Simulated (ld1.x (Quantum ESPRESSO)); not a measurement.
# Cutoff test, Te (Z = 52), PAW

ld1.x (Quantum ESPRESSO) 7.5 input, shortened:

```
&input
   title='Te', zed=52., rel=1, dft='PBESOL', iswitch=3,
   config='[Kr] 4d10 5s1 5p5'
 /
 &inputp
   pseudotype=3, lpaw=.true., tm=.true., lloc=-2, rcloc=1.55,
   nlcc=.true., new_core_ps=.true.,
   which_augfun='PSQ', rmatch_augfun_nc=.true.
 /
6
5S  1  0   1.00   0.00  1.55  1.80  0.0
5S  1  0   0.00   0.40  1.55  1.80  0.0
5P  2  1   5.00   0.00  1.50  2.10  0.0
5P  2  1   0.00   4.75  1.50  2.10  0.0
4D  3  2  10.00   0.00  1.55  1.70  0.0
4D  3  2   0.00   0.30  1.55  1.70  0.0
 &test
   configts(1)='4d10 5s1 5p5'
 /
```

The pseudo-atom Hamiltonian at the reference potential is diagonalised in spherical Bessel functions j_l(qr) that vanish at 20 bohr, with q² up to the cutoff. All-electron valence levels (Ry): 5s -1.1689, 5p -0.4791, 4d -3.1555.

Task: How do the lowest levels (Ry) of each channel move with the cutoff, and are there ghosts?

Result:

```tsv
cutoff (Ry)	s #1	p #1	d #1	d #2	f #1	f #2	Σ f·Δε (mRy)
8	-1.1565	-0.4789	-1.6228	0.0634	0.1139	0.2384	15340.2
12	-1.1678	-0.4789	-2.5149	0.0616	0.1139	0.2384	6408.1
15	-1.1684	-0.4790	-2.7736	0.0611	0.1139	0.2384	3819.9
21	-1.1686	-0.4791	-3.0702	0.0603	0.1139	0.2384	853.1
30	-1.1689	-0.4791	-3.1421	0.0599	0.1139	0.2384	134.3
40	-1.1689	-0.4791	-3.1545	0.0593	0.1139	0.2384	9.8
45	-1.1689	-0.4791	-3.1547	0.0589	0.1139	0.2384	7.9
55	-1.1690	-0.4791	-3.1551	0.0580	0.1139	0.2384	4.3
70	-1.1690	-0.4791	-3.1554	0.0579	0.1139	0.2384	1.1
80	-1.1690	-0.4791	-3.1554	0.0579	0.1139	0.2384	1.0
100	-1.1690	-0.4791	-3.1555	0.0578	0.1139	0.2384	0.3
400	-1.1690	-0.4791	-3.1555	0.0578	0.1139	0.2384	0.0
```

Result: no extra level below or beside the all-electron valence levels (s, p, d, f tested); 10 mRy is reached at 40 Ry and 1 mRy at 80 Ry.
